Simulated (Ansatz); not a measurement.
Consider the formal exchange of groups at a C–C bond: `BC(C)[SiH2]S` + `[AlH2][SH]` → `[CH3][AlH][SH]` + `BC[SiH2]S`.

Gas-phase electronic energies from Ansatz, PBE0-D4/def2-TZVP geometries. CCSD(T)/CBS adds triple-zeta CCSD(T) − MP2 to the extrapolated MP2 energy (def2 sets, frozen cores). This one scheme is used for every species. One conformer a species, not always the lowest.

```
         species  CCSD(T)/def2-TZVPP energy (Eh)
  `BC(C)[SiH2]S`                      -793.06446
    `[AlH2][SH]`                      -641.55849
`[CH3][AlH][SH]`                      -680.81577
     `BC[SiH2]S`                      -753.82941
```

**Question.** Work out ΔE.

**Answer.** ΔE = (-680.81577) + (-753.82941) − (-793.06446) − (-641.55849) = -0.02223 Eh = -0.60 eV. CCSD(T)/CBS gives -0.62 eV.

Largest T1 diagnostic among the species: 0.011.

In def2-TZVPP, CCSD(T) changes the Hartree–Fock value by +0.09 eV (the triples alone add +0.02 eV) and MP2 by +0.08 eV. The D4 term adds +0.07 eV with B3LYP and +0.04 eV with PBE0; it sums over pairs of atoms, weighted by their polarisabilities, and B3LYP, whose exchange is more repulsive, gets the larger term. Leaving LDA and LC-ωPBE aside and taking each functional with its dispersion term where it has one, the values, not all of them listed here, spread over 0.12 eV, from B2PLYP to revPBE-D4. LDA lies +0.11 eV from PBE without D4.

B3LYP here is the variant with VWN-RPA as its local correlation; programs differ in this.
